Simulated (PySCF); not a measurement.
**UHF on Zn (zinc, neutral)**

Configuration: [Ar] 3d10 4s1 4p1, high-spin 3P determinant (an excited configuration). Calculation: PySCF 2.14, in aug-cc-pwCVTZ-PP with ECP10MDF; a scalar-relativistic core potential.

| Quantity | Value |
| --- | --- |
| Total energy | -225.863242 hartree |
| One-electron energy | -406.9779 hartree |
| Hartree (Coulomb) energy | 201.0117 hartree |
| Exchange energy | -19.8970 hartree |
| ⟨S²⟩ | 2.0024 |
| ⟨L²⟩ | 2.028 |
| Sum of ⟨r⟩ | 20.94 bohr |
| Sum of ⟨r²⟩ | 39.91 bohr² |
| Traceless quadrupole moment −½Σ⟨3z² − r²⟩ along its main axis | -7.19 e·bohr² |
| Time after the integrals | roughly 8 core-seconds |

```csv
shell,electrons,mean orbital energy (hartree),spread (hartree),"rms radius, mean of both spins (bohr)"
3s α,1,-5.93129,0,0.734
3s β,1,-5.92553,0,0.734
3p β,3,-4.00243,0.00677,0.777
3p α,3,-4.00149,0.00188,0.777
3d α,5,-0.82831,0.00736,1.00
3d β,5,-0.82817,0.00898,1.00
4s α,1,-0.40400,0,2.95
4p α,1,-0.19352,0,4.06
```

Energies and moments cover only the electrons outside the core potential.
